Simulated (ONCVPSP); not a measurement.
**Before and after: ONCV potential for Ta (Z = 73)**

```
Element                 : tantalum (Ta)
Generator               : ONCVPSP 4.0.1
Type                    : optimised norm-conserving Vanderbilt (ONCV)
Functional              : LDA (Perdew-Zunger)
Relativity              : scalar-relativistic
Frozen core             : [Kr] 4d10 4f14
Valence charge          : 13
Reference configuration : 5s2 5p6 5d3 6s0.5 (charge +1.5)
Partial waves           : 5s+6s: rc 1.90 bohr, ncon 4, nbas 7, qcut 7.9 1/bohr, 2 projectors; 5p: rc 1.40 bohr, ncon 4, nbas 7, qcut 5.6 1/bohr, 2 projectors, debl 2 Ha; 5d: rc 2.60 bohr, ncon 5, nbas 9, qcut 5.3 1/bohr, 1 projector; f scattering state at 0.02 Ha: rc 2.30 bohr, ncon 3, nbas 7, qcut 5.6 1/bohr, 1 projector
Local potential         : polynomial inside 1.25 bohr (lpopt 5, dvloc0 0 Ha)
Core correction         : Teter function, fcfact 5, rcfact 1.1
```

All-electron outer shells of the reference configuration (LDA (Perdew-Zunger), scalar-relativistic, ld1.x):

```tsv
shell	level (eV)	outermost node (bohr)	outermost maximum (bohr)
5s	-84.56	0.54	0.98
5p	-50.93	0.58	1.13
4f	-36.31	–	0.44
6s	-15.30	1.32	2.61
5d	-14.60	0.65	1.56
```

Change: all radii but the core radius scaled by about 1.20 (s 2.28, p 1.68, d 3.14, f 2.78 bohr); local potential polynomial inside 1.50 bohr (lpopt 5, dvloc0 0 Ha).

Cutoffs: the cutoffs (Ha) at which the residual kinetic energy of the hardest occupied pseudo-wave falls to 1 and 0.1 mHa per electron; they do not see the model core or the augmentation charge, which bear on the density cutoff. Errors are all-electron minus pseudo energies relative to the spin-unpolarised reference configuration.

Task: What does the change do?

Result: The potential gets softer (62 Ha and 76 Ha → 14 Ha and 45 Ha); of the 4 tests that both files solve, the error grows in 2 and shrinks in 2 by more than 15 % and 0.3 meV (median size 4.9 → 3.9 meV); neither file shows a bound ghost. A larger radius leaves more room for a smooth pseudo-wave, so fewer plane waves are needed.

```tsv
quantity	base	changed
cutoff, loose	62 Ha	14 Ha
cutoff, tight	76 Ha	45 Ha
loose cutoff by channel	s 18 Ha, p 62 Ha, d 11 Ha	s 14 Ha, p 11 Ha, d 9.7 Ha
bound ghosts	none	none
GHOST(+) flags under 300 eV	s at 137.3 eV	none
error for 5s2 5p6 5d3 6s2, meV [ΔE -15.50 eV]	+7.3	+4.6
error for 5s2 5p6 5d3 6s1, meV [ΔE -6.80 eV]	+2.5	+1.9
error for 5s2 5p6 5d3 6s0, meV [ΔE 8.51 eV]	-2.1	-3.2
error for 5s2 5p5 5d3 6s2, meV [ΔE 29.69 eV]	-116	-167
rms error of d²Exc/dni dnj with the model core, mHa	3.44	3.36
```
